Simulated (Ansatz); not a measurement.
Reaction (isomerisation): `O[C@@H]1S[Si@@H]1O` → `O[Si]1(S)CO1`

Gas-phase electronic energies from Ansatz, PBE0-D4/def2-TZVP geometries. CBS: MP2 limit from def2 TZ/QZ plus the TZ coupled-cluster correction, frozen cores. Functionals use def2-TZVPP. B3LYP here is the variant with VWN-RPA as its local correlation; programs differ in this. One conformer a species, not always the lowest.

`O[C@@H]1S[Si@@H]1O`:

Z-matrix (Å, degrees):
```
C
S 1 1.915
Si 1 1.840 2 67.2
O 1 1.384 2 116.1 3 -109.2
H 1 1.088 2 109.0 3 119.5
O 3 1.629 1 119.0 2 -112.1
H 3 1.471 1 123.8 2 107.3
H 4 0.963 1 109.4 2 -72.9
H 6 0.961 3 115.8 1 29.3
```

`O[Si]1(S)CO1`:

Cartesian coordinates in Å:
```
O 1.981 -0.093 -0.379
Si 0.454 -0.144 0.173
S 0.509 -1.619 1.667
C -1.006 0.415 -0.710
O -0.388 1.242 0.396
H 2.210 0.615 -0.985
H -0.788 -1.431 1.967
H -2.014 0.090 -0.460
H -0.960 0.925 -1.670
```

```csv
level,ΔE (kJ/mol),difference from CCSD(T)/CBS
PBE-D4,-64.6,12.9
PBE0-D4,-68.1,9.4
B3LYP-D4,-76.4,1.1
ωB97X-V,-78.6,-1.1
ωB97M-V,-78.4,-0.9
r2SCAN,-75.5,2.0
B3LYP,-77.1,0.4
MP2/def2-TZVPP,-79.6,-2.1
SCS-MP2/def2-TZVPP,-83.1,-5.6
CCSD/def2-TZVPP,-83.6,-6.1
CCSD(T)/def2-TZVPP,-80.4,-2.9
HF/def2-QZVPP,-87.8,-10.3
MP2/def2-QZVPP,-78.4,-0.9
SCS-MP2/def2-QZVPP,-81.9,-4.4
HF/CBS(def2),-88.0,-10.5
CCSD/CBS(def2),-80.7,-3.2
CCSD(T)/CBS,-77.5,0
```

Largest T1 diagnostic among the species: 0.013.

From PBE to PBE0 (25 % exact exchange), in def2-TZVPP and without D4, ΔE moves by −3.4 kJ/mol. In def2-TZVPP, CCSD(T) changes the Hartree–Fock value by +6.1 kJ/mol (the triples alone add +3.2 kJ/mol) and MP2 by +6.9 kJ/mol.
